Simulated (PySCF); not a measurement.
# Löwdin shares of the frontier orbitals

Species: C5H6Cl2Si.
Z-matrix (Å and degrees, GFN2-xTB geometry), rows numbered from 1:
```
Cl
C   1  1.7876
Cl  2  1.7876  1  108.96
C   2  1.4868  1  110.36  3  -121.28
C   4  1.3406  2  124.02  1  -119.84
Si  5  1.8902  4  109.28  2   180.00
C   6  1.8868  5   88.79  4     0.00
C   7  1.3366  6  109.62  5    -0.03
H   2  1.0912  1  107.11  3   115.52
H   5  1.0766  4  122.10  2    -0.00
H   6  1.4621  5  112.21  4  -115.47
H   6  1.4618  5  112.24  4   115.52
H   7  1.0768  6  128.40  5  -179.95
H   8  1.0798  4  119.06  2    -0.02
```

The calculation used TDDFT PBE0/def2-SVPD, vertical, gas phase, core orbitals frozen in the response in PySCF 2.14.0, density-fitted response routines.

Kohn–Sham orbitals with the atoms that hold most of them (Löwdin shares over 4%, at most four atoms; ? is withheld):

```
orbital  ε (eV)                             atoms
 HOMO-3   -9.05  C7 19%, C5 18%, Si6 17%, Cl1 12%
 HOMO-2   -8.76   Cl1 31%, Cl3 31%, C2 10%, C4 6%
 HOMO-1   -8.71           Cl3 40%, Cl1 40%, C8 5%
   HOMO   -7.15                                 ?
   LUMO       ?                                 ?
 LUMO+1   -0.29  Cl1 30%, Cl3 30%, C2 23%, Si6 5%
 LUMO+2    0.01  C2 20%, Cl3 16%, Cl1 16%, C8 14%
```

(1) Which atoms hold the LUMO, and with what shares?

(2) Which atoms hold the HOMO, and with what shares?

(3) What is the LUMO energy, and the HOMO–LUMO gap?

Results:

(1) C5 (bonded to C, Si and H) 22%; C4 (bonded to 3 C) 18%; C7 (bonded to C, Si and H) 15%; C8 (bonded to 2 C and H) 13%.

(2) C7 (bonded to C, Si and H) 26%; C5 (bonded to C, Si and H) 25%; C8 (bonded to 2 C and H) 18%; C4 (bonded to 3 C) 17%.

(3) ε(LUMO) = -1.90 eV; the gap is 5.25 eV (0.1929 hartree).

Question: How does S1 compare with the orbital gap of 5.25 eV?

Answer: S1 is at 4.41 eV (f = 0.044), 0.84 eV below the gap, made of HOMO→LUMO (98%). Without the coupling terms of the response equations the lowest excitation would equal the gap.

Question: Give energy, strength and leading configuration of S1, S3, S4 and S5, and follow the Löwdin shares of the leading atoms from the occupied to the empty orbital.

Answer: 
- S1 (4.41 eV, f 0.044), HOMO→LUMO (98%): C7 26% → 15%, C5 25% → 22%, C4 17% → 18%
- S3 (5.64 eV, f 0.0000), HOMO-2→LUMO (95%): Cl1 31% → at most 14%, Cl3 31% → at most 14%, C5 at most 7% → 22%, C4 6% → 18%
- S4 (5.78 eV, f 0.021), HOMO-1→LUMO (87%): Cl3 40% → at most 14%, Cl1 40% → at most 14%, C5 at most 4% → 22%, C4 at most 4% → 18%
- S5 (5.78 eV, f 0.0001), HOMO→LUMO+1 (97%): C7 26% → at most 5%, C5 25% → at most 5%, Cl1 at most 15% → 30%, Cl3 at most 15% → 30%

One conformer stands for the species.
